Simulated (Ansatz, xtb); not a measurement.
# Two isomers of C4H11BO2

Structure X: `CCCCB(O)O`, a singlet. Structure Y: `CCCOB(C)O`, a singlet. Both are isolated molecules in the gas phase, relaxed with PBE0-D3(BJ)/def2-SVP; each stands in its lowest conformer found.

Quicker runs give these differences E(Y) − E(X): GFN2-xTB +1.8 kcal/mol; HF/STO-3G −3.8 kcal/mol (at GFN2-xTB geometries); r2SCAN-D4/def2-SVP +5.9 kcal/mol (at GFN2-xTB geometries).

Problem. Estimate which is lower in electronic energy at CCSD(T)/def2-SVP + ΔMP2/def2-TZVPP, and by roughly how much.

Solution. The CCSD(T)/def2-SVP + ΔMP2/def2-TZVPP calculation puts structure X lower, by 7.8 kcal/mol.

How the difference moves with the method:

```csv
level,geometry,E(Y) − E(X) (kcal/mol),departure from the last row (kcal/mol),"job, with rough time for the two"
GFN2-xTB,GFN2-xTB,+1.8,−6.0,"optimisation, 0.42 s"
HF/STO-3G,GFN2-xTB,−3.8,−11.5,"single point, 0.36 s"
r2SCAN-D4/def2-SVP,GFN2-xTB,+5.9,−1.9,"single point, 3.8 s"
PBE0-D3(BJ)/def2-SVP,PBE0-D3(BJ)/def2-SVP,+6.8,−0.9,"optimisation, 52 s"
HF/def2-SVP,PBE0-D3(BJ)/def2-SVP,+4.9,−2.8,part of the CCSD(T) run
MP2/def2-SVP,PBE0-D3(BJ)/def2-SVP,+8.4,+0.7,part of the CCSD(T) run
CCSD(T)/def2-SVP,PBE0-D3(BJ)/def2-SVP,+7.2,−0.6,single point
CCSD(T)/def2-SVP + ΔMP2/def2-TZVPP,PBE0-D3(BJ)/def2-SVP,+7.8,,"single point, 1.7 min"
```

As drawn, Y has 1 C–O, 1 C–H in place of 1 C–C, 1 O–H.

HF/STO-3G puts the two in the other order. The largest departure from CCSD(T)/def2-SVP + ΔMP2/def2-TZVPP is that of HF/STO-3G, 11.5 kcal/mol. The last row adds to CCSD(T) the change of the MP2 difference between the two basis sets, here +0.6 kcal/mol.

With thermal terms from frequencies at re-optimised GFN2-xTB minima (ideal gas, soft modes damped towards free rotors, one conformer each, 298.15 K, 1 atm): on the last row, ΔE + ΔZPE = +7.0, ΔH = +7.3, ΔG = +6.6 kcal/mol.

The correlated steps freeze 7 core orbitals. Codes used: Ansatz 0.2.0, xtb 6.7.1; the last row on 4 threads of Arm Neoverse V1 on a shared host.
